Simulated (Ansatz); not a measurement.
`C[NH][In]([F])[F]` + HBr → `[F][In]([F])[Br]` + CH₃NH₂ at 600 K and 1 bar (ligand exchange at the In–N bond).

Computed with Ansatz on PBE0-D4/def2-TZVP structures; ΔE is electronic, products minus reactants. CCSD(T)/CBS is the MP2 limit (def2-TZVPP, def2-QZVPP) plus CCSD(T) − MP2 in def2-TZVPP, frozen cores. def2 core potentials past Kr. For Br, In outer-core shells are correlated without core-valence functions, which leaves a few kJ/mol of doubt a bond. Scalar relativity is left out up to krypton. One conformer a species, not always the lowest.

```
            species  CCSD(T)/CBS energy (Eh)  H − E (kJ/mol)  S (J/(mol·K))
`C[NH][In]([F])[F]`               -484.61621           209.9          459.9
                HBr              -2573.91920            33.5          219.1
 `[F][In]([F])[Br]`              -2962.82519            51.9          394.0
             CH₃NH₂                -95.75281           199.3          283.8
```

H − E and S are ideal-gas, rigid-rotor, harmonic terms from PBE0-D4/def2-TZVP, for one conformer and one mirror image of each species. 1 Eh = 2625.50 kJ/mol, R = 8.31446 J/(mol·K).

Problem. By hand: ΔE, ΔH, ΔS and ΔG.

Solution. ΔE = (-2962.82519) + (-95.75281) − (-484.61621) − (-2573.91920) = -0.04259 Eh = -111.8 kJ/mol. Δ(H − E) = 51.9 + 199.3 − 209.9 − 33.5 = 7.8, so ΔH = -104.0 kJ/mol. ΔS = 394.0 + 283.8 − 459.9 − 219.1 = -1.2 J/(mol·K). ΔG = -104.0 − 600 × (-1.2)/1000 = -103.3 kJ/mol.

Problem. By hand: the equilibrium constant, and the temperature at which ΔG would vanish if ΔH and ΔS stayed fixed.

Solution. log₁₀ K = −ΔG/(RT ln 10) = 9.0. ΔG = 0 at ΔH/ΔS = 86667 K, far beyond where these terms or the molecules hold.

The number of gas molecules stays the same, so ΔS is small and ΔH decides. A doubt of 5 kJ/mol in ΔE shifts log₁₀ K by 0.4 here. Other conformers and mirror images would add mixing entropy, several J/(mol·K) or more a flexible species. These are equilibria of isolated gas molecules and say nothing of rates. Largest T1 diagnostic: 0.016 (customary marks: 0.02 for closed shells, 0.045 for open ones).
